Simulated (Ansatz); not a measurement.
Species: C₄H₈Cl₂ (charge 0, singlet). SMILES: ClCC[C@H](C)Cl
Geometry from a B3LYP-D3(BJ)/def2-TZVP (Ansatz, a program for electronic structure) optimisation:
```xyz
14

C     -2.3265     0.7480     0.5144
C     -0.9958     0.2045     0.0361
C      0.1046     0.3336     1.0767
C      1.4816    -0.1025     0.6208
Cl     2.1038     0.9384    -0.7235
Cl    -1.1968    -1.5530    -0.4249
H     -2.2255     1.8138     0.7343
H     -3.0951     0.6250    -0.2470
H     -2.6534     0.2373     1.4212
H     -0.6912     0.6879    -0.8893
H     -0.1643    -0.2606     1.9556
H      0.1448     1.3798     1.3929
H      1.4753    -1.1200     0.2408
H      2.2061    -0.0175     1.4261
```
Charge 0, spin multiplicity 1.

Quantity: vertical triplet-singlet gap (E(triplet) - E(singlet); each state is the SCF solution reached for its spin), in kJ/mol. Cores are frozen in the correlated levels unless marked. UHF or UKS for open shells. Spin-orbit coupling is left out. Non-relativistic. CBS(X,Y): correlation extrapolated as X^-3; Hartree-Fock from the larger set. [CCSD(T)-MP2]/basis is that difference in the basis named.

| level | program | vertical triplet-singlet gap (kJ/mol) |
|---|---|---|
| HF/aug-cc-pV(D+d)Z | Ansatz | 623.5 |
| HF/aug-cc-pV(Q+d)Z | Ansatz | 614.2 |

Problem. What does RI-MP2/CBS(aug-cc-pV(T+d)Z,aug-cc-pV(Q+d)Z)+[CCSD(T)-MP2]/aug-cc-pV(T+d)Z (Ansatz) give?

Solution. 652.4 kJ/mol
